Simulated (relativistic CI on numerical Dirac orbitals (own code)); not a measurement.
Method of calculation: Dirac-Coulomb-Breit CI, orbitals from a KLI potential per configuration, model QED, unscaled Slater integrals (own radial code, finite nucleus).

CI space (outside the closed core [Ne]): 3s²3p⁶3d², 3s²3p⁵3d³, 3s3p⁶3d³, 3s²3p⁶3d4s, 3s²3p⁶3d4p, 3s²3p⁶3d4d, 3s²3p⁵3d²4s, 3s²3p⁶3d4f, 3s²3p⁵3d²4p, 3s²3p⁵3d²4d, 3s3p⁶3d²4s, 3p⁶3d³4p, 3s3p⁶3d²4p, 3s²3p⁶4s², 3s²3p⁶4s4p, 3s²3p⁶3d5s, 3s²3p⁶3d5d, 3s²3p⁶3d5g, 3p⁶3d⁴, 3p⁵3d⁵, 3p⁵3d⁴4s, 3p⁶3d³4s, 3p⁵3d³4s², 3s²3p⁶4p², 3s²3p⁵4s4p², 3s²3p⁶4s4d, 3s²3p⁵4s²4d, 3s3p⁶3d4s², 3s3p⁶4s²4p, 3s3p⁶4s²4d. Double excitations out of closed p, d and f shells are left out; levels of such configurations are missing from the list, as are those of other unlisted configurations, and high levels can miss mixing partners. These lack a partner that the ground configuration has and come out too high: 3s²3p⁵3d²4p, 3s²3p⁵3d²4d.

At this charge energies of transitions that change n are usually good to better than 1 %, and those within a shell (Δn = 0) to a few per cent.

Outline of the computed level scheme of Sm XLIII. Lowest level of each configuration: 3s²3p⁶3d² ³F2 at 0.000 eV; 3s²3p⁵3d³ ⁵F°2 at 213.272 eV.

Some strong electric-dipole decays among the lowest 45 levels: 3s²3p⁵3d³ ³G°3 → 3s²3p⁶3d² ³F2 (6.5e+11 s⁻¹); 3s²3p⁵3d³ ³F°2 → 3s²3p⁶3d² ³F2 (3.3e+11 s⁻¹); 3s²3p⁵3d³ ³P°1 → 3s²3p⁶3d² ³F2 (2.8e+11 s⁻¹); 3s²3p⁵3d³ ³D°2 → 3s²3p⁶3d² ³F2 (1.6e+11 s⁻¹); 3s²3p⁵3d³ ³D°3 → 3s²3p⁶3d² ³F2 (5.1e+10 s⁻¹); 3s²3p⁵3d³ ³P°1 → 3s²3p⁶3d² ³P0 (3.4e+10 s⁻¹); 3s²3p⁵3d³ ³P°1 → 3s²3p⁶3d² ³F2 (2.6e+10 s⁻¹); 3s²3p⁵3d³ ³G°3 → 3s²3p⁶3d² ³P2 (2.1e+10 s⁻¹).

LS names give the leading component of a level, which can be under half, so a name can repeat, a term be missing and a line seem to break the LS rules.
